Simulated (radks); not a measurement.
Spherical quantum dot in the effective-mass picture: electrons in a well V = -V0 / (1 + exp((r - R)/a)) with V0 = 13.7, R = 2.36, a = 0.16, with a point charge +1 (a donor) at the centre, all in effective atomic units (hartree* = m*/eps^2 hartree, bohr* = eps/m* bohr), one dielectric constant everywhere. Calculated with a radial shooting solver with Libxc functionals: non-relativistic Kohn-Sham, LDA (Slater exchange, Perdew-Wang correlation), spin-polarised, spherical densities. Levels are named by radial order and angular momentum (1s, 1p, 1d, 2s, ...), and open shells are averaged over m. Results are scaled to m* = 0.266 and eps = 5.3, for which hartree* = 257.7 meV and bohr* = 1.054 nm.

N = 10, configuration 1s2 1p6 1d(up 2, down 0). This is the lowest configuration that the search found. Occupied and some empty levels:

| level | occupation | eigenvalue (meV) | <r> (nm) |
|---|---|---|---|
| 1s up | 1 | -2060.3 | 1.313 |
| 1s down | 1 | -2047.2 | 1.301 |
| 1p up | 3 | -1847.6 | 1.590 |
| 1p down | 3 | -1830.7 | 1.587 |
| 1d up | 2 | -1589.2 | 1.728 |
| 1d down | 0 | -1571.2 | 1.728 |
| 2s up | 0 | -1503.5 | 1.250 |
| 2s down | 0 | -1494.2 | 1.257 |
| 1f up | 0 | -1274.7 | 1.830 |
| 1f down | 0 | -1256.5 | 1.831 |
| 2p up | 0 | -1021.4 | 1.452 |
| 2p down | 0 | -1010.7 | 1.452 |

Energy (meV): total -25717.9, kinetic 3801.6, external -35978, Hartree 7820.3, exchange-correlation -1361.7.

Electron density:

| r (nm) | n(r) (e/nm^3) |
|---|---|
| 0.0649 | 0.3701 |
| 0.228 | 0.2943 |
| 0.391 | 0.2597 |
| 0.554 | 0.2523 |
| 0.717 | 0.2622 |
| 0.880 | 0.2814 |
| 1.04 | 0.3019 |
| 1.21 | 0.3157 |
| 1.37 | 0.3146 |
| 1.53 | 0.2922 |
| 1.70 | 0.2470 |
| 1.86 | 0.1843 |
| 2.02 | 0.1171 |
| 2.18 | 0.06103 |
| 2.35 | 0.02501 |
| 2.51 | 0.008081 |
| 2.67 | 0.002169 |
| 2.84 | 0.0005290 |
| 3.00 | 0.0001223 |
| 3.16 | 0.00002813 |
